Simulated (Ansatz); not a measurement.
Geometry optimisation, UKS PBE/def2-SVP in Ansatz 0.2.0.

Input:

```yaml
crystal:
  periodic: [false, false, false]
  atoms:
    - { symbol: W, position_ang: [0.0, 0.0, 0.0] }
    - { symbol: F, position_ang: [0.0, 0.0, 2.1] }
    - { symbol: Cl, position_ang: [2.39, 0.0, 0.0] }
    - { symbol: Cl, position_ang: [0.0, 2.39, 0.0] }
    - { symbol: H, position_ang: [-1.72, 0.0, 0.0] }
    - { symbol: Cl, position_ang: [0.0, -2.39, 0.0] }
    - { symbol: Cl, position_ang: [0.0, 0.0, -2.39] }
    - { symbol: F, position_ang: [0.0, 0.0, 3.54] }
magnetization:
  spin_polarized: true
  initial_magnetization: 1
basis:
  gaussian: { orbitals: def2-SVP }
hamiltonian:
  xc: pbe
relax:
  f_tol: 0.15
  max_steps: 25
  restrain:
    - { distance: [1, 7], at: 2.34, k: 30.0 }
    - { distance: [0, 1], at: 1.85, k: 30.0 }
output:
  orbitals: {}
```

Launched with:

```bash
$ ansatz run input.yaml --threads 4 --pin off --max-ram 5120MiB --backend cpu --events-out ev --progress --plain --runs-dir out
```

Problem. Where does it end, and by what steps?

Solution. It converged. The restraints hold the end off the free minimum; the threshold counts their pulls, which the force column leaves out. Restrained pairs: F2–F8 (1.44 → 2.34 Å), W1–F2 (2.10 → 1.86 Å). After 5 steps the energy has fallen by 2.983 eV (the restraints' own energy left out); F8 moved furthest, 0.56 Å. The start is strongly strained (largest force component 10 eV/Å).

```csv
step,energy less start (eV),largest force component (eV/Å),accepted
0,0.0000,10.211,yes
1,-2.3911,2.789,yes
2,-2.6957,2.242,yes
3,-2.9535,0.384,yes
4,-2.9704,0.403,yes
5,-2.9830,0.379,yes
```

```xyz
8
Properties=species:S:1:pos:R:3
W 0.167 0.000 -0.093
F -0.020 0.000 1.759
Cl 2.528 0.000 0.000
Cl -0.206 2.262 -0.029
H -1.560 0.000 -0.089
Cl -0.206 -2.262 -0.029
Cl -0.057 0.000 -2.367
F 0.024 0.000 4.099
```

The run took 2.2 min on 4 threads of Arm Neoverse V1 (shared host), peak memory 0.45 GiB.
